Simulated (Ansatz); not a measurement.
C₃H₁₂ClN₃Si⁺, that is SiCl(NHMe)3 with one electron fewer. The state is a doublet with charge 1. Geometry r2SCAN-D4/def2-SVP; atoms count from 1.

```xyz
20

Si   -0.1764    0.1342    0.4655
Cl   -0.5722   -0.5741    2.3352
N    -0.7368   -0.9715   -0.7392
C    -0.7622   -2.4192   -0.6425
H    -0.9375   -0.6245   -1.6781
H    -0.0508   -2.8853   -1.3459
H    -0.5230   -2.7389    0.3799
H    -1.7697   -2.7950   -0.8941
N     1.5677    0.2507    0.3654
C     2.6128   -0.1402    1.2812
H     1.9229    0.6186   -0.5215
H     3.2700    0.7203    1.5060
H     2.1826   -0.5172    2.2170
H     3.2561   -0.9205    0.8337
N    -0.8397    1.6735    0.1230
C    -1.7624    2.1063   -0.9141
H    -0.6224    2.4123    0.7942
H    -1.3459    2.9449   -1.4960
H    -1.9981    1.2819   -1.5996
H    -2.7150    2.4438   -0.4701
```

Estimate the Mulliken populations from the PBE0/def2-TZVP orbitals of Ansatz.


```csv
atom,charge (e),spin (α − β)
Si1,0.56,-0.09
Cl2,-0.14,0.01
N3,-0.31,0.34
C4,-0.29,-0.01
H5,0.26,-0.01
H6,0.17,0.02
H7,0.16,0.00
H8,0.18,0.03
N9,-0.23,0.47
C10,-0.30,-0.02
H11,0.27,-0.02
H12,0.19,0.04
H13,0.17,0.00
H14,0.18,0.04
N15,-0.34,0.19
C16,-0.28,0.00
H17,0.26,-0.01
H18,0.17,0.01
H19,0.12,0.00
H20,0.18,0.02
```
Mulliken values depend strongly on the basis.

Where does the spin sit?

Summed by element: Si -0.09, Cl 0.01, N 1.00, C -0.03, H 0.11, of 1 unpaired in all. Largest on single atoms: N9 0.47, N3 0.34, N15 0.19.

And the Mayer bond orders between heavy atoms (over 0.3)?

Si1–Cl2 1.24 (2.04 Å); Si1–N3 1.15 (1.73 Å); Si1–N9 1.05 (1.75 Å); Si1–N15 1.26 (1.71 Å); N3–C4 0.94 (1.45 Å); N9–C10 0.96 (1.44 Å); N15–C16 0.94 (1.45 Å).
